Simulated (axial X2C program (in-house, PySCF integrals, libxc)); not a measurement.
**Ω levels of ClReCl from open-shell CI on d5 s0 p(π)0**

Computed with an in-house all-electron X2C program for linear molecules (integrals from PySCF): two-component X2C with atomic mean-field Coulomb and Gaunt terms, basis Cl dyall-av3z, Re dyall-v3z (cores contracted in-house). Orbitals come from Hartree–Fock averaged over the configuration Re d5 s0 p(π)0; CI then distributes these electrons over the d, s, p(π) shells of Re.

Cl–Re–Cl held linear, both bonds 2.326 Å (near the minimum of the configuration average).

Active spinors (ω > 0):

```tsv
shell	ω	ε (eV)	character
d	3/2	-5.92	98% Re d
d	1/2	-5.54	62% Re d, 22% Re s, 10% Cl p
d	5/2	-5.25	99% Re d
d	1/2	-4.79	79% Re d, 8% Cl p, 5% Re s
d	3/2	-4.52	85% Re d, 6% Cl p
s	1/2	1.44	71% Re s, 10% Cl s, 10% Cl p
p(π)	1/2	0.95	78% Re p, 14% Cl p, 4% Re f
p(π)	3/2	1.02	79% Re p, 14% Cl p, 4% Re f
```

Lowest levels of this model:

```
   Ω  energy (cm⁻¹)     g∥  configuration
 1/2              0   1.98        100% d5
 3/2             47   5.95        100% d5
 5/2             83   9.90        100% d5
 5/2          13746   7.49        100% d5
 1/2          13912   0.22        100% d5
 3/2          14422   3.56        100% d5
 1/2          15722   3.84        100% d5
 7/2          16782   8.99        100% d5
 5/2          17153   5.65        100% d5
 1/2          17515   1.84        100% d5
 3/2          17667   5.51        100% d5
 3/2          17904   2.80        100% d5
 9/2          18162  11.90        100% d5
 7/2          18992   9.06        100% d5
 5/2          19024   4.83        100% d5
 7/2          21319   9.52        100% d5
 9/2          22972   9.80        100% d5
 7/2          23213   6.31        100% d5
11/2          23288  13.77        100% d5
```

g∥ is the magnitude of 2⟨Lz + ge Sz⟩ for the +Ω component.

Problem. From Ω and g∥ of the lowest level, whose 2⟨Lz + ge Sz⟩ is positive, find ⟨Sz⟩ and ⟨Lz⟩ (ge = 2.0023).

Solution. Ω = ⟨Lz⟩ + ⟨Sz⟩ = 1/2 and ⟨Lz⟩ + ge⟨Sz⟩ = 0.990, so ⟨Sz⟩ = 0.49 and ⟨Lz⟩ = 0.01.

Occupations of the active spinors in the lowest level by ω, shell by shell in order of energy: -5/2: 0.30; -3/2: 0.70 0.33 0.00; -1/2: 0.48 0.58 0.00 0.00; 1/2: 0.61 0.47 0.00 0.00; 3/2: 0.53 0.51 0.00; 5/2: 0.49. The leading determinant has weight 0.13 among 649.

This point took 4.4 s on 1 thread of Arm Neoverse V1, on a shared host.

There is no dynamic correlation: spin–orbit spacings and, for f shells, spacings inside one term are the most reliable numbers, splittings between terms come out too wide, and energies between configurations are not reliable, so the lowest level need not be the ground state of the molecule. For d shells the ligand-field splittings (σ, π, δ) and their order can be off by a thousand cm⁻¹ or more. At most 4 roots were kept for each Ω > 0 (twice that for Ω = 0) within 3.2 eV of the lowest, so higher up levels can be missing between those listed; levels with Ω > 0 are doubly degenerate and listed once, Ω = 0 levels singly. Some active spinors are only partly of the character that their shell is named for, so the shell names and counts are nominal. States that fill the shells left empty in the average are placed too high. The molecule was held linear; bending was not examined.
